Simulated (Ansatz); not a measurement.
Relaxation of Cl₂FH₅OSi₂ (11 atoms, charge 0, multiplicity 1), to a largest force component of 0.03 eV/Å in at most 50 steps.

Level of theory: Ansatz, RKS B3LYP/cc-pVDZ.

```xyz
11
Properties=species:S:1:pos:R:3:forces:R:3
Si -0.360 1.517 -1.822 0.29 0.24 0.19
F 0.914 1.919 -0.832 -0.40 -0.20 -0.27
Cl 0.061 -0.227 -2.836 0.01 0.00 0.00
Cl -2.116 1.406 -0.747 0.03 0.01 0.00
H -0.476 2.626 -2.793 0.01 -0.01 -0.01
H 1.104 0.209 0.505 0.01 -0.03 0.06
O 0.356 -0.403 0.468 -0.01 -0.10 0.06
Si 0.176 -1.518 1.735 0.05 0.10 -0.05
H 0.545 -2.895 1.283 0.01 0.01 -0.01
H 1.049 -1.127 2.887 -0.01 -0.02 0.02
H -1.256 -1.506 2.153 0.00 -0.01 0.00
```

**Question.** Where does it end, and by what steps?

**Answer.** The forces met the threshold. The force dipped under the threshold on the way, but the program's further checks kept it going. After 24 steps the energy has fallen by 0.071 eV; Cl4 moved furthest, 1.06 Å.

```
step  energy less start (eV)  largest force component (eV/Å)  accepted
   0                  0.0000                           0.396       yes
   1                 -0.0165                           0.428       yes
   2                 -0.0214                           0.297       yes
   3                 -0.0250                           0.063       yes
   4                 -0.0307                           0.053       yes
   5                 -0.0342                           0.285       yes
   6                 -0.0398                           0.183       yes
   7                 -0.0486                           0.035       yes
   8                 -0.0473                           0.524        no
   9                 -0.0534                           0.054       yes
  10                 -0.0568                           0.066       yes
  11                 -0.0572                           0.171       yes
  12                 -0.0606                           0.087       yes
  13                 -0.0622                           0.046       yes
  14                 -0.0635                           0.045       yes
  15                 -0.0639                           0.113       yes
  16                 -0.0657                           0.058       yes
  17                 -0.0665                           0.026       yes
  18                 -0.0679                           0.027       yes
  19                 -0.0645                           0.225        no
  20                 -0.0688                           0.048       yes
  21                 -0.0688                           0.079       yes
  22                 -0.0698                           0.048       yes
  23                 -0.0705                           0.007       yes
  24                 -0.0712                           0.020       yes
```

```xyz
11
Properties=species:S:1:pos:R:3
Si -0.295 1.596 -2.068
F 0.770 1.494 -0.813
Cl -0.502 -0.283 -2.885
Cl -2.085 2.294 -1.334
H 0.275 2.537 -3.051
H 0.320 0.389 0.789
O -0.314 -0.243 1.161
Si 0.330 -1.627 1.883
H 1.221 -2.391 0.948
H 1.125 -1.302 3.113
H -0.845 -2.464 2.256
```

Whether the end is a true minimum wasn't checked by a vibrational analysis.

The run took 110 s on 4 threads of Arm Neoverse N1, on a shared host, peak memory 0.37 GiB.
